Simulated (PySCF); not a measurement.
PySCF 2.14 output of an unrestricted PBE calculation on a single atom or ion in ANO-RCC-VDZP (6s5p3d1f, 43 functions), with the spin-free X2C one-electron Hamiltonian (Gaussian nucleus):

```
SCF conv_tol = 1e-09
number electrons alpha = 22  beta = 18
    J. P. Perdew, K. Burke, and M. Ernzerhof.,  Phys. Rev. Lett. 77, 3865 (1996)
    J. P. Perdew, K. Burke, and M. Ernzerhof.,  Phys. Rev. Lett. 78, 1396 (1997)
    J. P. Perdew, K. Burke, and M. Ernzerhof.,  Phys. Rev. Lett. 77, 3865 (1996)
    J. P. Perdew, K. Burke, and M. Ernzerhof.,  Phys. Rev. Lett. 78, 1396 (1997)
cycle= 1 E= -3597.67699605496  delta_E= -0.00737  |g|= 0.0334  |ddm|= 0.258
cycle= 2 E= -3597.67727673873  delta_E= -0.000281  |g|= 0.014  |ddm|= 0.0774
cycle= 3 E= -3597.67739426555  delta_E= -0.000118  |g|= 0.00619  |ddm|= 0.048
cycle= 4 E= -3597.67740767264  delta_E= -1.34e-05  |g|= 0.000978  |ddm|= 0.0049
cycle= 5 E= -3597.67740812814  delta_E= -4.55e-07  |g|= 0.000406  |ddm|= 0.00169
cycle= 6 E= -3597.67740825992  delta_E= -1.32e-07  |g|= 1.47e-05  |ddm|= 0.00211
cycle= 7 E= -3597.67740826002  delta_E= -9.91e-11  |g|= 1.3e-06  |ddm|= 1.44e-05
converged SCF energy = -3597.67740826002  <S^2> = 6.0007211  2S+1 = 5.0002884
```

The run itself started from symmetry-adapted Hartree-Fock orbitals and held the occupation by maximum overlap, on a logarithmic radial grid, so the iterations belong to that start.

Question: Which element, charge and spin multiplicity is this?

Answer: Zr (zirconium, neutral), multiplicity 5; the state was [Kr] 4d2 5s1 5p1, one real determinant (an excited configuration).

⟨L²⟩ = 13.79 against 20 for a pure G term, so this real determinant mixes terms.
